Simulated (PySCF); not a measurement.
A structure optimised at B3LYP-D3(BJ)/def2-SVP, used in a PySCF frequency run:

```xyz
9

Nb    -0.1897     0.0309     0.0000
S      1.9678     0.0279     0.0000
F     -0.9600     1.7559     0.0000
N     -0.7943    -0.9064    -1.6199
H     -1.7733    -1.1082    -1.8263
H     -0.2003    -1.3054    -2.3443
N     -0.7943    -0.9064     1.6199
H     -0.2003    -1.3054     2.3443
H     -1.7733    -1.1082     1.8263
```

Question: Write its SMILES, formula and point group.

Answer: [NH2][Nb]([NH2])([F])=[S], FH4N2NbS, Cs

Question: What are its rotational constants (standard atomic weights)?

Answer: 2.8360, 1.9708, 1.9373 GHz
